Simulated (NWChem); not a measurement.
All runs are NWChem calculations. System: H2F2Ge, charge 0, spin multiplicity 3, at the geometry of a parent with another charge or spin, in a state set for the comparison that need not be this species' ground state. Its SCF solution wasn't tested for a lower state. Level: ROCCSD(T)/def2-SVP, 11 core orbitals frozen.

NWChem printed:

```
             Northwest Computational Chemistry Package (NWChem) 7.3.0
             --------------------------------------------------------

                                NWChem Input Module
                                -------------------

 Scaling coordinates for geometry "geometry" by  1.889725989
 (inverse scale =  0.529177249)

 Turning off AUTOSYM since
 SYMMETRY directive was detected!

                             Geometry "geometry" -> ""
                             -------------------------

 Output coordinates in angstroms (scale by  1.889725989 to convert to a.u.)

  No.       Tag          Charge          X              Y              Z
 ---- ---------------- ---------- -------------- -------------- --------------
    1 Ge                  32.0000     0.00000000     0.00000000     0.33715600
    2 F                    9.0000    -1.38966900     0.00000000    -0.72354900
    3 F                    9.0000     1.38966900     0.00000000    -0.72354900
    4 H                    1.0000     0.00000000    -1.33206300     1.11744500
    5 H                    1.0000     0.00000000     1.33206300     1.11744500

 Effective nuclear repulsion energy (a.u.)     219.0630597038

            Nuclear Dipole moment (a.u.)
            ----------------------------
        X                 Y               Z
 ---------------- ---------------- ----------------
     0.0000000000     0.0000000000    -0.0000000000

      Symmetry information
      --------------------

 Group name             C2v
 Group number             16
 Group order               4
 No. of unique centers     3

      Symmetry unique atoms

     1    2    4


 Summary of "ao basis" -> "" (spherical)
 ------------------------------------------------------------------------------
       Tag                 Description            Shells   Functions and Types
 ---------------- ------------------------------  ------  ---------------------
 *                          def2-svp                  on all atoms

 Summary of "ao basis" -> "ao basis" (spherical)
 ------------------------------------------------------------------------------
       Tag                 Description            Shells   Functions and Types
 ---------------- ------------------------------  ------  ---------------------
 Ge                         def2-svp                12       32   5s4p3d
 F                          def2-svp                 6       14   3s2p1d
 H                          def2-svp                 3        5   2s1p

                                 NWChem SCF Module
                                 -----------------

  ao basis        = "ao basis"
  functions       =    70
  atoms           =     5
  closed shells   =    25
  open shells     =     2
  charge          =   0.00
  wavefunction    = ROHF
  use symmetry    = T
  symmetry adapt  = T

 Summary of "ao basis" -> "ao basis" (spherical)
 ------------------------------------------------------------------------------
       Tag                 Description            Shells   Functions and Types
 ---------------- ------------------------------  ------  ---------------------
 Ge                         def2-svp                12       32   5s4p3d
 F                          def2-svp                 6       14   3s2p1d
 H                          def2-svp                 3        5   2s1p

      Symmetry analysis of basis
      --------------------------

        a1         29
        a2          8
        b1         18
        b2         15

 Forming initial guess at       0.1s

      Symmetry analysis of molecular orbitals - initial
      -------------------------------------------------

  Numbering of irreducible representations:

     1 a1          2 a2          3 b1          4 b2

  Orbital symmetries:

     1 a1          2 a1          3 b2          4 a1          5 b1
     6 a1          7 b1          8 a1          9 b2         10 b1
    11 a1         12 b1         13 a1         14 b2         15 a2
    16 a1         17 a1         18 b1         19 a1         20 b2
    21 b1         22 a1         23 a2         24 a1         25 b1
    26 b2         27 a1         28 b1         29 a1         30 b2
    31 a1         32 b2         33 a1         34 b1         35 a2
[...]
           0.000000000000         372.068831711911           0.000000000000
           0.000000000000           0.000000000000         274.812005659999

  Mulliken analysis of the total density
  --------------------------------------

    Atom       Charge   Shell Charges
 -----------   ------   -------------------------------------------------------
    1 Ge  32    30.97   2.00  2.00  2.00  1.24  0.24  6.00  5.98  0.87  0.39  8.17  1.81  0.27
    2 F    9     9.52   1.99  1.11  0.85  3.31  2.25  0.00
    3 F    9     9.52   1.99  1.11  0.85  3.31  2.25  0.00
    4 H    1     1.00   0.64  0.34  0.01
    5 H    1     1.00   0.64  0.34  0.01

 Mulliken analysis of the open-shell density
 -------------------------------------------

    Atom       Charge   Shell Charges
 -----------   ------   -------------------------------------------------------
    1 Ge  32     0.45   0.00  0.00  0.00  0.13  0.00  0.00  0.00  0.19  0.05  0.01 -0.00  0.06
    2 F    9     0.02   0.00  0.00 -0.00  0.02  0.00  0.00
    3 F    9     0.02   0.00  0.00 -0.00  0.02  0.00  0.00
    4 H    1     0.75   0.40  0.35  0.01
    5 H    1     0.75   0.40  0.35  0.01

       Multipole analysis of the density wrt the origin
       ------------------------------------------------

     L   x y z        total         open         nuclear
     -   - - -        -----         ----         -------
     0   0 0 0      0.000000     -2.000000     52.000000

     1   1 0 0     -0.000000     -0.000000      0.000000
     1   0 1 0      0.000000      0.000000      0.000000
     1   0 0 1      0.891275     -3.772213     -0.000000

     2   2 0 0    -25.333348     -2.833491    124.134619
     2   1 1 0     -0.000000      0.000000      0.000000
     2   1 0 1     -0.000000     -0.000000      0.000000
     2   0 2 0    -20.723872    -14.385978     12.672935
     2   0 1 1      0.000000      0.000000      0.000000
     2   0 0 2    -22.262585     -9.841785     55.559893

                   NWChem Extensible Many-Electron Theory Module
                   ---------------------------------------------


            General Information
            -------------------
      Number of processors :     1
         Wavefunction type : Restricted open-shell Hartree-Fock
          No. of electrons :    52
           Alpha electrons :    27
            Beta electrons :    25
           No. of orbitals :   140
            Alpha orbitals :    70
             Beta orbitals :    70
        Alpha frozen cores :    11
         Beta frozen cores :    11
     Alpha frozen virtuals :     0
      Beta frozen virtuals :     0
         Spin multiplicity : triplet
    Number of AO functions :    70
       Number of AO shells :    30
        Use of symmetry is : on
      Symmetry adaption is : on
         Schwarz screening : 0.10D-09

          Correlation Information
          -----------------------
          Calculation type : Coupled-cluster singles & doubles w/ perturbation
   Perturbative correction : (T)
            Max iterations :      100
        Residual threshold : 0.10D-05
     T(0) DIIS level shift : 0.00D+00
     L(0) DIIS level shift : 0.00D+00
     T(1) DIIS level shift : 0.00D+00
     L(1) DIIS level shift : 0.00D+00
     T(R) DIIS level shift : 0.00D+00
     T(I) DIIS level shift : 0.00D+00
   CC-T/L Amplitude update :  5-th order DIIS
                I/O scheme : Global Array Library
        L-threshold :  0.10D-05
        EOM-threshold :  0.10D-05
 no EOMCCSD initial starts read in
 TCE RESTART OPTIONS
 SLICE:      F
 D4D5:       F
 quantumc:   F
 qrotation:  F
 pwtce:      F
 qducc:      F
 nacto:                         0
 nrotv:                         0
 nrot:                          0

            Memory Information
            ------------------
          Available GA space size is     249027000 doubles
          Available MA space size is     104852884 doubles

 Maximum block size supplied by input
 Maximum block size        24 doubles

 tile_dim =     16

 -------------------------------------------------

 Global array virtual files algorithm will be used

 Parallel file system coherency ......... OK

 4-electron integrals stored in orbital form

 v2    file size   =           671303
 4-index algorithm nr.  13 is used
 imaxsize =       30
 imaxsize ichop =        0


CCSD iterations
 ---------------------------------------------------------
 Iter          Residuum       Correlation     Cpu    Wall
 ---------------------------------------------------------
    1   0.2123937137138  -0.6157293706505     2.2     2.2
    2   0.0572810389890  -0.6055020225650     2.0     2.0
    3   0.0578866299692  -0.6135988197204     1.9     1.9
    4   0.0596315533658  -0.6170939748196     2.0     2.0
    5   0.0835802062950  -0.6144800071160     2.1     2.1
    6   0.0051330088193  -0.6172113562126     2.1     2.1
    7   0.0072321700189  -0.6171011275817     1.9     1.9
    8   0.0030580717536  -0.6172549209522     1.8     1.8
    9   0.0062571265400  -0.6172199881680     1.8     1.8
   10   0.0038170951918  -0.6174791608836     2.0     2.0
   11   0.0014958750151  -0.6176346726979     2.1     2.1
   12   0.0009381566607  -0.6176810604924     2.2     2.2
   13   0.0008099502050  -0.6176548793527     2.0     2.0
   14   0.0005424005744  -0.6176695473520     2.0     2.0
   15   0.0005403850403  -0.6176611473759     1.9     1.9
   16   0.0002334805151  -0.6176643157144     1.7     1.7
   17   0.0002429359993  -0.6176711101788     2.0     2.0
   18   0.0001182660641  -0.6176782115610     2.0     2.0
   19   0.0001854544528  -0.6176811632624     1.8     1.8
   20   0.0000741454095  -0.6176860860905     1.7     1.7
   21   0.0000451386338  -0.6176981860247     1.6     1.6
   22   0.0000530464933  -0.6176951162597     1.5     1.5
   23   0.0000363721955  -0.6176965914697     1.7     1.7
   24   0.0000520009011  -0.6176948427868     1.5     1.5
   25   0.0000476076059  -0.6176973356626     1.6     1.6
   26   0.0000092888288  -0.6176963433630     1.7     1.7
   27   0.0000126244514  -0.6176964224650     2.0     2.0
   28   0.0000060651158  -0.6176969856226     1.9     1.9
   29   0.0000117563464  -0.6176968203530     1.7     1.7
   30   0.0000090583534  -0.6176974426592     1.7     1.7
   31   0.0000028168498  -0.6176976285032     1.8     1.8
   32   0.0000027425314  -0.6176975801810     1.9     1.9
   33   0.0000015073981  -0.6176975786021     1.8     1.8
   34   0.0000022111268  -0.6176975719443     2.0     2.0
   35   0.0000022530053  -0.6176976167544     2.1     2.1
   36   0.0000007663391  -0.6176975677008     2.3     2.3
 -----------------------------------------------------------------
 Iterations converged
 CCSD correlation energy / hartree =        -0.617697567700794
 CCSD total energy / hartree       =     -2275.343501506485609

 Singles contributions
    29a1  (alpha) ---    27a1  (alpha)       -0.1535142904
    26b2  (beta ) ---    22b2  (beta )        0.1314529829

 Doubles contributions
    30b2  (alpha)    26b2  (beta ) ---    27a1  (alpha)    25a1  (beta )        0.1106502445
 CCSD(T)
 Using plain CCSD(T) code
             total no. of tasks         3080
 total no. of tasks / no. procs         3080
                         wl_min            8           1.4
                         wl_max       884736           9.8
        thresh for no. of tasks         3080

 CCSD[T]  correction energy / hartree =        -0.019756314204907
 CCSD[T] correlation energy / hartree =        -0.637453881905700
 CCSD[T] total energy / hartree       =     -2275.363257820690706
 CCSD(T)  correction energy / hartree =        -0.016263664671235
 CCSD(T) correlation energy / hartree =        -0.633961232372028
 CCSD(T) total energy / hartree       =     -2275.359765171157051

 Task  times  cpu:       96.0s     wall:       96.0s

 Total times  cpu:       96.0s     wall:       96.0s
```

Write an NWChem input that would produce this output.

Several could match; the one computed here: 
```
start mol
memory heap 100 mb stack 700 mb global 1900 mb
geometry units angstroms nocenter noautoz
  Ge     0.000000     0.000000     0.337156
  F     -1.389669     0.000000    -0.723549
  F      1.389669     0.000000    -0.723549
  H      0.000000    -1.332063     1.117445
  H      0.000000     1.332063     1.117445
  symmetry group C2v
end
basis spherical
  * library def2-svp
end
scf
  rohf
  nopen 2
  maxiter 100
  thresh 1e-7
  semidirect memsize 60000000 filesize 0
  # guess.movecs holds the orbitals of an unrestricted PBE0 run
  vectors input guess.movecs output mol.movecs
end
tce
  freeze core 11
  ccsd(t)
  2eorb
  2emet 13
  thresh 1e-6
  maxiter 100
  tilesize 24
end
task tce energy
```
